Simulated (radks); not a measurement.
Values are calculated unless marked as measured or tabulated.
Valence configurations of the palladium ion Pd+ (all share [Kr]). Code: a radial shooting solver on a logarithmic mesh with Libxc functionals. Model: Dirac Kohn-Sham, PBEsol, spin-unpolarised, spherical densities, point nucleus; open shells fill j = l - 1/2 first. Energies are relative to 4d9; eigenvalues in eV.

| valence | E (eV) | e(4d3/2) | e(4d5/2) | e(5p1/2) | e(5s1/2) |
|---|---|---|---|---|---|
| 4d9 | 0.000 | -14.890 | -14.409 | - | - |
| 4d8 5s1 | 4.324 | -18.257 | -17.742 | - | -12.471 |
| 4d8.5 5p0.5 | 4.386 | -17.213 | -16.712 | -7.238 | - |
| 4d8 5p1 | 9.484 | -19.546 | -19.026 | -8.100 | - |
| 4d7 5s2 | 10.622 | -21.839 | -21.288 | - | -13.922 |
| 4d7 5s1 5p1 | 16.226 | -23.066 | -22.510 | -9.041 | -14.700 |
| 4d7 5p2 | 21.938 | -24.234 | -23.674 | -9.653 | - |

NIST lists [Kr] 4d9 as the ground configuration; this level of theory agrees among the configurations tried. The energies are those of spherical spin-averaged densities, not of single terms.
